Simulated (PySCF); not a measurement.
ClCs, singlet, geometry from GFN2-xTB (such geometries of metal compounds can be far from the true shape) (core potentials on Cs); PBE0/def2-SV(P) in PySCF.

The PySCF input:
```python
from pyscf import gto, scf, dft

mol = gto.M(
    atom='''
Cs   -0.000000   -0.000000   -0.680243
Cl    0.000000    0.000000    2.200785
''',
    basis='def2-sv(p)',
    ecp={'Cs': 'def2-sv(p)'},
    charge=0,
    spin=0,
    verbose=5,
)

mf = dft.RKS(mol)
mf.xc = 'pbe0'
mf.kernel()
```

It wrote (shortened):

```
PySCF version 2.14.0

[INPUT] verbose = 5
[INPUT] max_memory = 4000
[INPUT] num. atoms = 2
[INPUT] num. electrons = 26
[INPUT] charge = 0
[INPUT] spin (= nelec alpha-beta = 2S) = 0
[INPUT] symmetry False subgroup None
[INPUT] Mole.unit = angstrom
[INPUT] Symbol           X                Y                Z      unit          X                Y                Z       unit  Magmom
[...]
[INPUT] ---------------- BASIS SET ----------------
[INPUT] l, kappa, [nprim/nctr], expnt,             c_1 c_2 ...
[INPUT] Cs
[...]
                                4.3631538286      -0.34632569725
                                1.8048475155      0.69930637051
[...]
                                1.965666336       -0.25019961976
                                0.47689195212     0.55660850066
                                0.21529749588     0.58218553406
[...]
[INPUT] Cl
[...]
                                1571.7365221      0.014754727977
                                357.12065523      0.066679112875
                                100.25185935      0.17228924084
                                30.812727554      0.158837861
[...]
                                5.7045760975      0.60841752753
                                2.3508376809      0.54352153355
[...]
                                72.102015515      -0.063563355471
                                22.532680262      -0.24016428276
                                7.8991765444      -0.47798866557
                                2.8767268321      -0.38515850005
[...]
nuclear repulsion = 28.1025082959138
number of shells = 18
number of NR pGTOs = 71
number of NR cGTOs = 42
basis = def2-sv(p)
ecp = {'Cs': 'def2-sv(p)'}

******** <class 'pyscf.dft.rks.RKS'> ********
method = RKS
initial guess = minao
damping factor = 0
level_shift factor = 0
DIIS = <class 'pyscf.scf.diis.CDIIS'>
diis_start_cycle = 1
diis_space = 8
diis_damp = 0
SCF conv_tol = 1e-09
SCF conv_tol_grad = None
SCF max_cycles = 50
direct_scf = True
direct_scf_tol = 1e-13
XC library pyscf.dft.libxc version 7.1.2
    S. Lehtola, C. Steigemann, M. J. T. Oliveira, and M. A. L. Marques,  SoftwareX 7, 1–5 (2018)
XC functionals = pbe0
    C. Adamo and V. Barone,  J. Chem. Phys. 110, 6158 (1999)
    M. Ernzerhof and G. E. Scuseria,  J. Chem. Phys. 110, 5029 (1999)
radial grids:
    Treutler-Ahlrichs [JCP 102, 346 (1995); DOI:10.1063/1.469408] (M4) radial grids

becke partition: Becke, JCP 88, 2547 (1988); DOI:10.1063/1.454033
[...]
  1.56987037e-01  1.57546537e-01  1.57546537e-01  1.76351991e-01
  2.75534558e-01  2.75534558e-01  3.67463494e-01  4.91595599e-01
  7.54469024e-01  9.23858327e-01  9.23863882e-01  9.32786665e-01
  9.32786665e-01  9.40320587e-01  1.05641370e+00  1.05641370e+00
  1.24664504e+00  1.98814183e+01]
nelec by numeric integration = 25.99999954335855
E1 = -727.1648881729359  E2 = 218.9271045229264  Ecoul = 250.313426964086  Exc = -31.386322441159578
cycle= 7 E= -480.135275354096  delta_E= -1.94e-08  |g|= 2.89e-05  |ddm|= 0.000675
[...]
  mo_energy =
[-1.01528263e+02 -9.37767526e+00 -7.11298139e+00 -7.11269154e+00
 -7.11269154e+00 -1.07519821e+00 -6.79572671e-01 -5.48481239e-01
 -5.48481239e-01 -5.34546550e-01 -2.12224852e-01 -2.10431071e-01
 -2.10431071e-01 -4.24837641e-02 -1.92995104e-03 -1.92995104e-03
  6.74783258e-03  3.08798928e-02  3.08799638e-02  3.20715217e-02
  5.99190089e-02  5.99190089e-02  7.87767671e-02  1.56986377e-01
  1.56986762e-01  1.57546396e-01  1.57546396e-01  1.76350682e-01
  2.75534415e-01  2.75534415e-01  3.67464313e-01  4.91596877e-01
  7.54478243e-01  9.23868952e-01  9.23874507e-01  9.32798251e-01
  9.32798251e-01  9.40331840e-01  1.05642317e+00  1.05642317e+00
  1.24665462e+00  1.98814181e+01]
nelec by numeric integration = 25.999999543374248
E1 = -727.1647237492674  E2 = 218.9269400986986  Ecoul = 250.3132527089602  Exc = -31.386312610261598
cycle= 8 E= -480.135275354655  delta_E= -5.59e-10  |g|= 4.68e-06  |ddm|= 7.16e-05
[...]
  mo_energy =
[-1.01528259e+02 -9.37767063e+00 -7.11297661e+00 -7.11268696e+00
 -7.11268696e+00 -1.07519874e+00 -6.79569794e-01 -5.48481839e-01
 -5.48481839e-01 -5.34546834e-01 -2.12222597e-01 -2.10428445e-01
 -2.10428445e-01 -4.24833766e-02 -1.92946701e-03 -1.92946701e-03
  6.74800904e-03  3.08800251e-02  3.08800960e-02  3.20715072e-02
  5.99192712e-02  5.99192712e-02  7.87773708e-02  1.56986228e-01
  1.56986613e-01  1.57546448e-01  1.57546448e-01  1.76350744e-01
  2.75534207e-01  2.75534207e-01  3.67464701e-01  4.91596877e-01
  7.54480323e-01  9.23871988e-01  9.23877544e-01  9.32801362e-01
  9.32801362e-01  9.40334938e-01  1.05642570e+00  1.05642570e+00
  1.24665684e+00  1.98814176e+01]
nelec by numeric integration = 25.99999954338712
E1 = -727.1646609828181  E2 = 218.92687733223548  Ecoul = 250.3131854670926  Exc = -31.38630813485714
Extra cycle  E= -480.135275354669  delta_E= -1.38e-11  |g|= 3.99e-06  |ddm|= 1.76e-05
converged SCF energy = -480.135275354669
```
